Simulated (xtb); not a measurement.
Si(F)2(OMe)(NH2) (CH5F2NOSi), SMILES [Si](N)(OC)(F)F. All values are semi-empirical tight-binding results from xtb (GFN2-xTB unless named), good for trends rather than for accurate numbers. The structure is a stationary point at GFN2-xTB. The structure was generated by enumeration, and PubChem lists no compound with its InChIKey, so it may never have been made. One conformer was computed; it need not be the lowest.

Computed properties:
```json
{
 "orbital_gap": "8.20 eV",
 "dipole_moment": "3.70 D",
 "zero_point_energy": "45.6 kcal/mol",
 "G − E(el) at 298.15 K (modified RRHO)": "24.6 kcal/mol",
 "static polarisability (D4 model)": "66.2 bohr³",
 "solvation energy, GFN2-xTB/ALPB(water)": "-4.9 kcal/mol",
 "solvation energy, GFN2-xTB/ALPB(methanol)": "-5.4 kcal/mol"
}
```
